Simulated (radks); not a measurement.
Spherical jellium clusters: N electrons in a uniform positive sphere of charge N and radius rs N^(1/3), rs = 3.05 bohr. Method: non-relativistic Kohn-Sham, LDA (Slater exchange, Perdew-Wang correlation), spin-polarised, spherical densities; computed with a radial shooting solver with Libxc functionals. Levels are named by radial order and angular momentum (1s, 1p, 1d, 2s, ...), and open shells are averaged over m.

N = 4, configuration 1s2 1p(up 2, down 0). This is the lowest configuration that the search found. Occupied and some empty levels:

level,occupation,eigenvalue (eV),<r> (bohr)
1s up,1,-5.7579,3.570
1s down,1,-5.0487,3.554
1p up,2,-3.0376,4.820
1p down,0,-2.3345,5.016
2s up,0,-0.82297,7.963
2s down,0,-0.57247,8.836
1d up,0,-0.51787,7.043
1d down,0,-0.10169,8.585

Energy (eV): total -4.78564, kinetic 10.773, external -99.930, Hartree 46.847, exchange-correlation -16.430, background 53.955.
